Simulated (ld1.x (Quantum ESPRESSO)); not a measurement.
## An odd input for ld1.x (Quantum ESPRESSO) 7.5 (scandium)

Command:

```bash
ld1.x < Sc.in > Sc.out
```

Input:

```
&input
   title='Sc', zed=21., rel=1, dft='PBE', iswitch=3, isic=1,
   config='[Ar] 3d1 4s1 4p1',
   nld=3, rlderiv=2.30, eminld=-6.0, emaxld=5.0, deld=0.02
 /
 &inputp
   pseudotype=2, tm=.true., lloc=0,
   nlcc=.true.,
   file_pseudopw='Sc.UPF', file_wfcaegen='ae.wfc', file_wfcncgen='nc.wfc', file_beta='beta', file_chi='chi'
 /
3
3P  2  1   6.00   0.00  1.65  1.65  0.0
3D  3  2   1.00   0.00  2.10  2.10  0.0
3S  1  0   2.00   0.00  1.35  1.35  0.0
 &test
   configts(1)='3s2 3p6 3d1 4s1 4p1'
 /
```

Output:

```
Program LD1 v.7.5

 %%%%%%%%%%%%%%%%%%%%%%%%%%%%%%%%%%%%%%%%%%%%%%%%%%%%%%%%%%%%%%%%%%%%%%%%%%%%%%
     Error in routine ld1_readin (1):
     SIC available with all-electron only
 %%%%%%%%%%%%%%%%%%%%%%%%%%%%%%%%%%%%%%%%%%%%%%%%%%%%%%%%%%%%%%%%%%%%%%%%%%%%%%

     stopping ...
```

**Question.** This input was made by a single change from one that runs to its end. What was changed?

**Answer.** The change: self-interaction correction asked for in a generation. The program refuses the input: "ld1_readin: SIC available with all-electron only".
